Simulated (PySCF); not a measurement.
Al(Vi)2(OMe), C₅H₉AlO, SMILES C=[CH][Al]([CH]=C)[O]C, GFN2-xTB optimised geometry.

```
16

Al    -0.28     0.52     0.00
C     -1.25    -1.21     0.00
C     -0.59    -2.37    -0.01
H     -2.34    -1.26     0.00
H     -1.08    -3.34    -0.02
H      0.49    -2.40    -0.02
C     -1.20     2.28     0.00
C     -2.53     2.39     0.00
H     -0.62     3.21     0.00
H     -3.05     3.34    -0.01
H     -3.16     1.52    -0.01
O      1.38     0.52     0.00
C      2.77     0.50     0.00
H      3.16     1.47     0.30
H      3.13    -0.26     0.70
H      3.14     0.26    -1.00
```

Density from PySCF with CAM-B3LYP/def2-TZVP at that geometry.

Minimum of the electron density along straight lines between bonded atoms, close to the bond critical point (lines longer than 1.1 times the sum of covalent radii, or with two minima, are not listed):

| bond | length / Å | ρ at the minimum / e bohr⁻³ | ∇²ρ there / e bohr⁻⁵ | position (fraction from the first atom) |
|---|---|---|---|---|
| Al1–C2 | 1.991 | 0.083 | 0.23 | 0.40 |
| C2–C3 | 1.331 | 0.353 | -1.09 | 0.49 |
| C2–H4 | 1.089 | 0.279 | -0.96 | 0.64 |
| C3–H5 | 1.084 | 0.286 | -1.02 | 0.65 |
| C3–H6 | 1.082 | 0.288 | -1.04 | 0.65 |
| Al1–C7 | 1.987 | 0.083 | 0.23 | 0.40 |
| C7–C8 | 1.330 | 0.354 | -1.10 | 0.49 |
| C7–H9 | 1.093 | 0.277 | -0.95 | 0.64 |
| C8–H10 | 1.083 | 0.286 | -1.02 | 0.65 |
| C8–H11 | 1.080 | 0.288 | -1.04 | 0.64 |
| Al1–O12 | 1.650 | (withheld) | (withheld) | 0.44 |
| O12–C13 | 1.396 | 0.260 | (withheld) | 0.66 |
| C13–H14 | 1.093 | 0.285 | -1.02 | 0.65 |
| C13–H15 | 1.093 | 0.285 | -1.01 | 0.65 |
| C13–H16 | 1.093 | 0.285 | -1.01 | 0.65 |

Task: Complete the blanks.

Result: 
- Al1–O12, ρ at the minimum / e bohr⁻³: 0.112
- Al1–O12, ∇²ρ there / e bohr⁻⁵: 0.93
- O12–C13, ∇²ρ there / e bohr⁻⁵: -0.46
